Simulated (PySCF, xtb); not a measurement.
B(OH)(OMe)(SiH3) (CH₇BO₂Si), SMILES B([SiH3])(O)OC.

GFN2-xTB (xtb) at its own geometry gives an orbital gap of 4.09 eV and a dipole moment of 0.58 D.

Geometry optimised at B3LYP-D3(BJ)/def2-SVP. This is a generated structure with no PubChem entry under its InChIKey; it may be hypothetical. The values are those of a single conformer.

Task: What does PBE/def2-TZVP (PySCF) give? (An estimate is asked for; the answer gives what the named calculation found.)

Result: gap 5.43 eV (levels -6.60 and -1.18 eV), dipole 0.94 D.
